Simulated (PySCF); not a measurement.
Job for PySCF: D3(BJ) and D4 dispersion corrections on C3H7B (SMILES BCC=C), a point of a torsion scan.

```python
from pyscf import gto
from pyscf.dispersion import dftd3, dftd4

mol = gto.M(
    atom='''
    B    -1.52914771    0.96293375    0.57973786
    C    -0.66218766    0.09401841   -0.39875000
    C     0.49135750   -0.68979394    0.15557992
    C     0.54924273   -1.18478082    1.37767905
    H    -1.10215593    1.33007195    1.60334995
    H    -2.59488492    1.30701934    0.24097653
    H    -0.27225101    0.80675082   -1.13816297
    H    -1.27904906   -0.59122336   -0.99148329
    H     1.31095021   -0.86976208   -0.53093141
    H    -0.25023730   -1.03715784    2.08450920
    H     1.39294661   -1.75954450    1.72128508
    ''',
    basis='def2-svp',
    charge=0, spin=0, verbose=0, max_memory=1800)
d3, d4 = {}, {}
for xc in ['hf', 'pbe', 'blyp', 'revpbe', 'tpss', 'r2scan', 'b3lyp', 'pbe0', 'bhlyp', 'camb3lyp', 'b2plyp']:
    d3[xc] = float(dftd3.DFTD3Dispersion(mol, xc=xc, version='d3bj', atm=False).get_dispersion()['energy'])
    print(f'D3(BJ) {xc:10s} {d3[xc]:14.8f} Eh')
for xc in ['hf', 'pbe', 'blyp', 'revpbe', 'tpss', 'r2scan', 'b3lyp', 'pbe0', 'bhlyp', 'camb3lyp', 'b2plyp']:
    d4[xc] = float(dftd4.DFTD4Dispersion(mol, xc={'camb3lyp': 'cam-b3lyp'}.get(xc, xc), atm=True).get_dispersion()['energy'])
    print(f'D4     {xc:10s} {d4[xc]:14.8f} Eh')
```

It printed:

```
D3(BJ) hf            -0.05740834 Eh
D3(BJ) pbe           -0.00714813 Eh
D3(BJ) blyp          -0.01489822 Eh
D3(BJ) revpbe        -0.01855160 Eh
D3(BJ) tpss          -0.00886639 Eh
D3(BJ) r2scan        -0.00196577 Eh
D3(BJ) b3lyp         -0.01210203 Eh
D3(BJ) pbe0          -0.00604339 Eh
D3(BJ) bhlyp         -0.00921715 Eh
D3(BJ) camb3lyp      -0.00525121 Eh
D3(BJ) b2plyp        -0.00544813 Eh
D4     hf            -0.02490358 Eh
D4     pbe           -0.00647309 Eh
D4     blyp          -0.01462094 Eh
D4     revpbe        -0.02251359 Eh
D4     tpss          -0.00877529 Eh
D4     r2scan        -0.00161218 Eh
D4     b3lyp         -0.01035813 Eh
D4     pbe0          -0.00539574 Eh
D4     bhlyp         -0.00717896 Eh
D4     camb3lyp      -0.00537090 Eh
D4     b2plyp        -0.00451061 Eh
```

The run finished.

Cost: around 0.020 core-seconds (rough).
